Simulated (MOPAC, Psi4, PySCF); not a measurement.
Relaxed torsion scan: SMILES FCC(F)(F)F, singlet. Scanned: dihedral F1–C2–C3–F4; all other coordinates were relaxed at GFN2-xTB. Heavy atoms are numbered in the order of the SMILES FCC(F)(F)F, hydrogens after them in the order of the atoms that carry them; the mirror image has the same energies with the sign of each dihedral reversed.

- RKS-LDA (SVWN5)/6-31G* = restricted LDA (SVWN5)/6-31G*, spherical d // GFN2-xTB (PySCF 2.14.0)
- PBE/def2-TZVP // GFN2-xTB (Psi4)
- PM7, restricted, heats of formation // GFN2-xTB (MOPAC)

Energies in kcal/mol, each method relative to its own lowest point.

```
φ / °  RKS-LDA (SVWN5)/6-31G*  PBE/def2-TZVP   PM7
-----  ----------------------  -------------  ----
0                        3.14           3.26   ___
10                       2.90           3.05   ___
20                       2.30           2.45   ___
30                       1.52           1.63  0.34
40                       0.75           0.80  0.16
50                       0.21           0.21  0.04
60                       0.00           0.00  0.00
70                       0.17           0.14  0.06
80                       0.67           0.70  0.19
90                       1.42           1.51   ___
100                      2.25           2.35  0.55
110                      2.87           3.00   ___
```

Q: Some entries are withheld; supply them.

A: 
- 0, PM7: 0.74
- 10, PM7: 0.68
- 20, PM7: 0.53
- 90, PM7: 0.37
- 110, PM7: 0.69
